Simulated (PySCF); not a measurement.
**Solvent effects on NMR parameters**

Molfile (atoms numbered from 1):
```
C5H12O2P
     RDKit          3D

 20 19  0  0  0  0  0  0  0  0999 V2000
   -1.7954   -1.6086    0.7763 C   0  0  0  0  0  0  0  0  0  0  0  0
   -0.7241   -0.8374    0.0047 C   0  0  0  0  0  0  0  0  0  0  0  0
   -0.9208    0.6602    0.2040 C   0  0  0  0  0  0  0  0  0  0  0  0
   -0.7612   -1.2306   -1.4668 C   0  0  0  0  0  0  0  0  0  0  0  0
    0.8988   -1.4029    0.7946 P   0  0  1  0  0  5  0  0  0  0  0  0
    2.2074   -0.4558   -0.1140 C   0  0  0  0  0  0  0  0  0  0  0  0
    0.8817   -0.8928    2.2225 O   0  0  0  0  0  0  0  0  0  0  0  0
    1.0624   -2.8688    0.4408 O   0  0  0  0  0  0  0  0  0  0  0  0
   -1.6176   -2.6908    0.6764 H   0  0  0  0  0  0  0  0  0  0  0  0
   -1.7313   -1.3610    1.8470 H   0  0  0  0  0  0  0  0  0  0  0  0
   -2.8104   -1.3690    0.4054 H   0  0  0  0  0  0  0  0  0  0  0  0
   -0.2079    1.2472   -0.3995 H   0  0  0  0  0  0  0  0  0  0  0  0
   -1.9412    0.9803   -0.0848 H   0  0  0  0  0  0  0  0  0  0  0  0
   -0.7513    0.9106    1.2629 H   0  0  0  0  0  0  0  0  0  0  0  0
   -0.4878   -2.2926   -1.5642 H   0  0  0  0  0  0  0  0  0  0  0  0
   -0.0416   -0.6423   -2.0614 H   0  0  0  0  0  0  0  0  0  0  0  0
   -1.7645   -1.0709   -1.9081 H   0  0  0  0  0  0  0  0  0  0  0  0
    3.1664   -0.7794    0.3202 H   0  0  0  0  0  0  0  0  0  0  0  0
    2.1092    0.6305    0.0362 H   0  0  0  0  0  0  0  0  0  0  0  0
    2.2203   -0.6884   -1.1902 H   0  0  0  0  0  0  0  0  0  0  0  0
  1  2  1  0
  2  3  1  0
  2  4  1  0
  2  5  1  0
  5  6  1  0
  5  7  2  0
  5  8  1  1
  1  9  1  0
  1 10  1  0
  1 11  1  0
  3 12  1  0
  3 13  1  0
  3 14  1  0
  4 15  1  0
  4 16  1  0
  4 17  1  0
  6 18  1  0
  6 19  1  0
  6 20  1  0
M  CHG  1   8  -1
M  END
```

GIAO PBE0/pcSseg-1 in PySCF 2.14 on one PBE0-D3(BJ)/def2-SVP conformer, non-relativistic, equivalent nuclei averaged. Solvents enter as an IEF-PCM continuum (chloroform with ε = 4.7, dichloromethane with ε = 8.9) around the gas-phase geometry. Shifts are referred to TMS computed in the same medium.

Gas phase, δ in ppm: C2 32.6, C1/C3/C4 28.2, C6 14.3, H9/H10/H11/H12/H13/H14/H15/H16/H17 0.92, H18/H19/H20 0.51. Dipole moment 5.50 D.

Q: How does each δ change in the continuum?

A: 
```csv
atoms,environment,"Δδ, chloroform","Δδ, dichloromethane"
C2,fully substituted sp3 carbon bonded to P,+1.6,+2.0
C1/C3/C4,methyl carbon,-0.7,-0.9
C6,methyl carbon bonded to P,+0.3,+0.5
H9/H10/H11/H12/H13/H14/H15/H16/H17,hydrogen on a methyl carbon,+0.04,+0.05
H18/H19/H20,hydrogen on a methyl carbon bonded to P,+0.21,+0.26
```

Changes are relative to the gas phase. The dipole moment becomes 7.13 D in chloroform, 7.48 D in dichloromethane.

Q: Which of the listed nuclei move most (in ppm), and what does the model miss? (N and O are left out, as their reference compounds move with the solvent too.)

A: C2 (fully substituted sp3 carbon bonded to P, +2.0 ppm) in dichloromethane. A continuum only polarises the solute; specific hydrogen bonds, the anisotropy of aromatic solvents and changes of geometry or conformer are outside it, as are counter-ions.
